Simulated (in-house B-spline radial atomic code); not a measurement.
B97-1 excitations of the fluorine ion F⁵⁺

Method: B97-1. Computed with an all-electron radial atomic-structure program (B-spline basis): linear response of the closed shell [He] 2s2 with the functional's adiabatic kernel; scalar-relativistic (spin-free one-electron X2C), finite nucleus, no spin-orbit coupling, no double excitations, S, P, D and F terms only.

Command:
```bash
python run_td.py task.json out
```
Settings (radii: box in bohr, nucleus in fm):
```
Z                        9
electrons                4
configuration            [He] 2s2
hamiltonian              x2c
method                   b97_1
box_radius               16.35
rms_radius               2.8976
intervals                72
```

Run time, properties included: 0.3 s on 1 thread of Arm Neoverse N1 (shared host).

The lowest states, in the order of their Tamm-Dancoff energies; the method's threshold (minus the highest occupied level) is 146.58 eV. Labels give the largest channel, * marks a mixed state, and oscillator strengths are full-response dipole values. Semilocal kernels can invert the small singlet-triplet splittings of Rydberg terms. Energies in eV:

```
     state  full response  Tamm-Dancoff  oscillator strength
2s → 2p 3P          9.900        11.102                    -
2s → 2p 1P         21.524        22.524                0.433
2s → 3s 3S          90.40         90.42                    -
2s → 3s 1S          92.71         92.73                    -
2s → 3p 3P          95.03         95.06                    -
2s → 3p 1P          95.65         95.65                0.447
2s → 3d 3D          97.92         97.96                    -
2s → 3d 1D          99.07         99.07                    -
2s → 4s 3S         118.10        118.11                    -
2s → 4s 1S         118.73        118.73                    -
2s → 4p 3P         119.88        119.89                    -
2s → 4p 1P         120.03        120.03                0.119
2s → 4d 3D         120.92        120.93                    -
2s → 4d 1D         121.48        121.48                    -
2s → 4f 3F              ?             ?                    -
2s → 4f 1F              ?             ?                    -
2s → 5s 3S         129.20        129.20                    -
```

Question: Where does 2s → 4f 3F lie?

Answer: At 121.95 eV in full response, 121.95 eV in Tamm-Dancoff.

Question: Where does 2s → 4f 1F lie?

Answer: At 122.31 eV in full response, 122.31 eV in Tamm-Dancoff.

Question: How large is the singlet-triplet splitting of 2s → 2p (P terms) in Tamm-Dancoff?

Answer: 11.4 eV, from the unrounded values.

Question: What polarisabilities and dispersion coefficient does the method give?

Answer: Dipole 0.7518 bohr³, quadrupole 0.2072 bohr⁵, C6 0.3794 hartree·bohr⁶ for two such species.
